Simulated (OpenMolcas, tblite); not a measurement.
**How methods differ on GeH2Cl2 (dichlorogermane)**

GeH2Cl2: 5 atoms, total charge 0, spin state singlet. SMILES: `[Cl][GeH2][Cl]`. Geometry: relaxed at PBE0-D4/def2-TZVP.

Quantity: the dipole moment, in D. The values are calculated.

```tsv
level	kind	program	value (D)	CPU time
IPEA1-xTB	semi-empirical	tblite	2.59	under 2 s
HF/def2-SVPD	Hartree–Fock	OpenMolcas	2.21	26 s
SVWN5/def2-SVPD	LDA	OpenMolcas	1.97	39 s
PBE/def2-SVPD	GGA	OpenMolcas	1.92	48 s
M06-L/def2-SVPD	meta-GGA	OpenMolcas	2.14	48 s
PBE0/def2-SVPD	global hybrid	OpenMolcas	2.04	42 s
```

All-electron rows without a relativistic Hamiltonian named are non-relativistic. The values span 1.92 to 2.59 D. Magnitudes only. CPU times are rough (shared hosts, several kinds of processor): they show what a rung costs within a factor of a few.
